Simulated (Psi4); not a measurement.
CH6N (SMILES C[NH3+]), charge +1, singlet, at a GFN2-xTB geometry; MP2/def2-TZVP (Psi4).

The Psi4 input:
```
memory 2 GB

molecule mol {
1 1
  C    -0.770719    0.112053   -0.025029
  N     0.697556   -0.101416    0.022653
  H    -1.222216   -0.558386   -0.752958
  H    -0.989863    1.138811   -0.309570
  H    -1.208468   -0.083118    0.951446
  H     0.912176   -1.071224    0.291350
  H     1.131382    0.529944    0.709650
  H     1.118412    0.081567   -0.898316
}

set basis def2-tzvp
set reference rhf
set freeze_core true
set mp2_type conv
set scf_type pk
set puream true
set d_convergence 1e-8

energy('mp2')
print_variables()
```

What the program printed (banner, timings and long lists left out):

```
   => Loading Basis Set <=

    Name: DEF2-TZVP
    Role: ORBITAL
    Keyword: BASIS

         ---------------------------------------------------------
                                   SCF
               by Justin Turney, Rob Parrish, Andy Simmonett
                          and Daniel G. A. Smith
                              RHF Reference
         ---------------------------------------------------------

  ==> Geometry <==

    Molecular point group: c1
    Full point group: C1

    Geometry (in Angstrom), charge = 1, multiplicity = 1:

       Center              X                  Y                   Z               Mass
    ------------   -----------------  -----------------  -----------------  -----------------
         C           -0.778790754183     0.113226527319    -0.025291087815    12.000000000000
         N            0.689484245817    -0.100242472681     0.022390912185    14.003074004430
         H           -1.230287754183    -0.557212472681    -0.753220087815     1.007825032230
         H           -0.997934754183     1.139984527319    -0.309832087815     1.007825032230
         H           -1.216539754183    -0.081944472681     0.951183912185     1.007825032230
         H            0.904104245817    -1.070050472681     0.291087912185     1.007825032230
         H            1.123310245817     0.531117527319     0.709387912185     1.007825032230
         H            1.110340245817     0.082740527319    -0.898578087815     1.007825032230

  Running in c1 symmetry.

  Rotational constants: A =      2.82650  B =      0.68299  C =      0.68299 [cm^-1]
  Rotational constants: A =  84736.38340  B =  20475.44843  C =  20475.44702 [MHz]
  Nuclear repulsion =   48.033180090355991

  Charge       = 1
  Multiplicity = 1
  Electrons    = 18
  Nalpha       = 9
  Nbeta        = 9

  ==> Algorithm <==

  SCF Algorithm Type is PK.
  DIIS enabled.
  MOM disabled.
  Fractional occupation disabled.
  Guess Type is SAD.
  Energy threshold   = 1.00e-08
  Density threshold  = 1.00e-08
  Integral threshold = 1.00e-12

  ==> Primary Basis <==

  Basis Set: DEF2-TZVP
    Blend: DEF2-TZVP
    Number of shells: 46
    Number of basis functions: 98
    Number of Cartesian functions: 108
    Spherical Harmonics?: true
    Max angular momentum: 3

  ==> Integral Setup <==

  Using in-core PK algorithm.
   Calculation information:
      Number of atoms:                   8
      Number of AO shells:              46
      Number of primitives:             76
[...]
  @RHF Final Energy:   -95.61598876491485
    Total Energy =                        -95.6159887649148459
  DIE_IF_NOT_CONVERGED          => (empty)
[...]
  WRITER_FILE_LABEL             => (empty)
  ZORA_BASIS_TOLERANCE          => (empty)
  ZORA_NR_DEBUG                 => (empty)
  ZORA_PRUNING_SCHEME           => (empty)
  ZORA_RADIAL_POINTS            => (empty)
  ZORA_SPHERICAL_POINTS         => (empty)

 ==============================================================================
 ==============================================================================
 ==============================================================================

                             MP2
                    Program Written by Ugur Bozkaya,
              Additional Contributions by J. P. Misiewicz

 ==============================================================================
 ==============================================================================
 ==============================================================================

	MO spaces per irreps...

	IRREP   FC    OCC   VIR  FV
	==============================
	   A     2     7    89    0
	==============================

	Cost of iabc is     48 MB
	Cost of abcd is    472 MB
	Switching to the incore algorithm for iabc..
	Switching to the incore algorithm for abcd..

	Computing MP2 energy using SCF MOs (Canonical MP2)...
	==============================================================================
	Nuclear Repulsion Energy (a.u.)    :    48.03318009035599
	SCF Energy (a.u.)                  :   -95.61598876491485
	REF Energy (a.u.)                  :   -95.61598876491485
	Alpha-Alpha Contribution (a.u.)    :    -0.04108849181562
	Alpha-Beta Contribution (a.u.)     :    -0.29911884507619
	Beta-Beta Contribution (a.u.)      :    -0.04108849181562
	Scaled_SS Correlation Energy (a.u.):    -0.02739232787708
	Scaled_OS Correlation Energy (a.u.):    -0.35894261409143
	SCS-MP2 Total Energy (a.u.)        :   -96.00232370688335
	SOS-MP2 Total Energy (a.u.)        :   -95.97493137900628
	SCSN-MP2 Total Energy (a.u.)       :   -95.76062025610582
	SCS-MP2-VDW Total Energy (a.u.)    :   -96.03994937842801
	SOS-PI-MP2 Total Energy (a.u.)     :   -96.03475514802152
	MP2 Correlation Energy (a.u.)      :    -0.38129582870743
	MP2 Total Energy (a.u.)            :   -95.99728459362228
	==============================================================================

  Variable Map:
  ----------------------------------------------------------------------------
[...]
  Array Variable Map:
  ----------------------------------------------------------------------------
[...]
[...]
```
